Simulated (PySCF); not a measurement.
**Telling isomers of C5H6O2 apart by NMR**

[PySCF 2.14.0 with density-fitted response routines: shieldings: GIAO PBE0/pcSseg-1; GFN2-xTB structure; non-relativistic Hamiltonian; averaged over atoms made equivalent by symmetry, fast rotation or ring inversion; one computed conformer; in vacuum]

δ = σ(ref) − σ, references computed at the same level: TMS for 1H (σref 31.72), 13C (σref 186.93). Where no couplings were computed, multiplicities follow the n + 1 count of equivalent neighbours, and m marks all less simple cases (inequivalent or close neighbours, rings, F or P nearby). Shifts are as computed. Against solution values, carbons near 30 ppm lie about +3 ppm off and those near 130 ppm about +5 ppm. Of 1211 compounds with measured shifts, 218 miss one by over three times the rms of a fit or turn the order of signals round; such compounds aren't used in these exercises.

(1) Tabulate the signals of `COc1ccco1`, `CC#CC(=O)OC` and their relative energies.

(2) What is the quickest way to tell COc1ccco1 from CC#CC(=O)OC?

Answers

(1) 
| SMILES | carbon types | δC | δH | E rel. (kcal/mol) |
| --- | --- | --- | --- | --- |
| COc1ccco1 | 1×C 3×CH 1×CH3 | 168.1, 135.1, 119.4, 88.2, 56.1 | 6.95 (m, 1H), 6.60 (m, 1H), 5.54 (m, 1H), 4.05 (s, 3H) | 0.0 |
| CC#CC(=O)OC | 3×C 2×CH3 | 160.6, 92.0, 79.1, 53.5, 4.6 | 3.85 (s, 3H), 2.14 (s, 3H) | 10.9 |

Energies are electronic energies at PBE0/pcSseg-1 on these geometries, without zero-point or thermal terms, each for the one conformer computed, which needn't be the lowest.

(2) Both give the same number of carbon signals, but DEPT or the intensities differ. The first has an aromatic CH next to the ring oxygen at 135.1 ppm, the second an alkyne carbon (C) at 92.0 ppm. Their most deshielded carbons lie at 168.1 and 160.6 ppm. In the proton spectra the most deshielded non-exchanging signals are 6.95 (m, 1H) and 3.85 (s, 3H).
